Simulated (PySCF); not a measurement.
Ge(H)(OH) (GeH₂O), SMILES [OH][GeH] (connectivity only; charge and spin as stated), neutral, multiplicity 1.

Coordinates come from a PBE0-D3(BJ)/def2-TZVP optimisation.

All values below come from ωB97X/def2-TZVPD in PySCF.

Symmetry labels are those of the subgroup Cs that the program uses (full group Cs).

List the valence orbital energies around the gap with their symmetry. (Estimate from the structure and the level; the computed values follow.)


```
orbital  symmetry  energy (eV)
-------  --------  -----------
HOMO−7         A'       -36.16
HOMO−6         A'       -36.02
HOMO−5         A'       -30.33
HOMO−4         A'       -17.94
HOMO−3         A'       -15.30
HOMO−2         A"       -12.21
HOMO−1         A'       -11.96
HOMO           A'        -9.27
LUMO           A"        -0.30
LUMO+1         A'         1.56
LUMO+2         A'         2.32
LUMO+3         A'         3.03
```
